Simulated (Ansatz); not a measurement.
Breaking the Si1–Cl2 bond in ClH3Si (SMILES [SiH3]Cl) (multiplicity 1 held, fragments rigid). Energies count from the point at 2.066 Å.
Geometry at that point (charge 0, multiplicity 1):
```xyz
5

Si    -0.991    -0.034    -0.027
Cl     1.073     0.037     0.029
H     -1.397    -1.012    -1.055
H     -1.496     1.310    -0.365
H     -1.481    -0.450     1.302
```

Signs of static correlation in cc-pV(T+d)Z, from Ansatz (an electronic-structure program) runs.

```tsv
R (Å)	T1 of restricted CCSD	⟨S²⟩ of UHF	largest double amplitude of restricted CCSD
1.653	0.008	0.000	0.020
1.860	0.008	0.000	0.024
2.066	0.009	0.000	0.027
2.273	0.010	0.000	0.038
2.480	0.011	0.000	0.062
2.790	0.016	0.000	?
3.099	0.025	0.472	0.143
3.616	0.052	0.899	0.239
4.133	0.095	0.988	0.415
4.753	?	1.010	0.737
5.579	0.196	1.014	1.070
6.612	0.202	1.015	1.185
```

Q: Fill in the missing entries.

A: 
- 2.790, largest double amplitude of restricted CCSD: 0.101
- 4.753, T1 of restricted CCSD: 0.154

Doubts at one or more of the structures used: a restricted determinant that unrestricted orbitals would lower (R-CCSD(T)/cc-pV(T+d)Z); T1 above 0.05 (R-CCSD(T)/cc-pV(T+d)Z, U-CCSD(T)/cc-pV(T+d)Z); other coupled-cluster roots lie near (R-CCSD(T)/cc-pV(T+d)Z); a spin-contaminated determinant (U-CCSD(T)/cc-pV(T+d)Z).
